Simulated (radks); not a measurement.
Q: All-electron atom: Te+ in [Kr] 4d10 5s2 5p3. Calculated with a radial shooting solver on a logarithmic mesh with Libxc functionals: scalar-relativistic Kohn-Sham, exchange-only B88, spin-polarised, spherical densities, finite nucleus; open shells are filled with parallel spins first (spin-orbit coupling, left out, can overturn this in heavy ions); Fermi nuclear charge, rms radius 4.7423 fm. Some entries of the table are withheld. Estimate them.

| orbital | occ. | eigenvalue (eV) | r(max) (bohr) | <r> (bohr) |
|---|---|---|---|---|
| 1s up | 1 | -31639.46 | 0.01794 | 0.02781 |
| 1s down | 1 | -31639.38 | 0.01794 | 0.02781 |
| 2s up | 1 | -4858.449 | 0.1014 | 0.1199 |
| 2s down | 1 | -4858.417 | 0.1014 | 0.1198 |
| 2p up | 3 | -4362.741 | 0.08122 | 0.1047 |
| 2p down | 3 | -4362.676 | 0.08122 | 0.1047 |
| 3s up | 1 | -972.6856 | 0.2927 | 0.3222 |
| 3s down | 1 | -972.6104 | 0.2927 | 0.3222 |
| 3p up | 3 | -811.5479 | 0.2863 | 0.3203 |
| 3p down | 3 | -811.4625 | 0.2863 | 0.3203 |
| 3d up | 5 | -567.7298 | 0.2378 | 0.2968 |
| 3d down | 5 | -567.6508 | 0.2378 | 0.2968 |
| 4s up | 1 | -171.9415 | 0.7008 | 0.7646 |
| 4s down | 1 | -171.7571 | 0.7009 | 0.7645 |
| 4p up | 3 | -122.0024 | 0.7376 | 0.8215 |
| 4p down | 3 | -121.7997 | 0.7378 | 0.8206 |
| 4d up | 5 | -49.3837 | (1) | 0.9756 |
| 4d down | 5 | -48.9851 | (2) | 0.9674 |
| 5s up | 1 | -23.4494 | 1.790 | 2.045 |
| 5s down | 1 | -20.7830 | 1.755 | 2.022 |
| 5p up | 3 | (3) | 2.119 | 2.488 |
| 5p down | 0 | (4) | 2.090 | 2.537 |

A: 
(1) 4d up r(max) (bohr): 0.8108
(2) 4d down r(max) (bohr): 0.8103
(3) 5p up eigenvalue (eV): -13.8225
(4) 5p down eigenvalue (eV): -10.9567
